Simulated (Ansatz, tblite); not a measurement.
Forces on the cluster Re4 at its PBE-D4/def2-SVP geometry. Total charge 0; singlet.

In the def2 sets Re takes a core potential; there is no spin–orbit coupling. The xTB rows come from tblite. The restricted singlet is unstable towards broken spin symmetry in Hartree–Fock (as tested in another run); at PBE-D4/def2-TZVP this wasn't settled. Another isomer (triplet) lies 0.86 eV lower at PBE0-D4/def2-TZVP; other spin states weren't run for this one.

GFN1-xTB (tblite), largest force 8.49 eV/Å:

```xyz
4
positions Å, forces eV/Å
Re   -0.563   -1.316   -0.932   -4.029   -5.213   -5.350
Re   -0.161   -0.703    1.218    1.413   -2.644    5.759
Re    0.851    0.483   -1.023    5.161    0.549   -3.900
Re   -0.127    1.535    0.737   -2.544    7.308    3.492
```

GFN2-xTB (tblite), largest force 11.97 eV/Å:

```
Re -5.420 -7.887 -7.069
Re 0.125 -5.651 10.552
Re 8.186 3.003 -8.203
Re -2.890 10.534 4.719
```

PBE-D4/def2-TZVP (Ansatz), largest force 0.36 eV/Å:

```
Re 0.100 0.240 0.246
Re -0.003 0.058 -0.250
Re -0.154 -0.009 0.205
Re 0.057 -0.289 -0.201
```
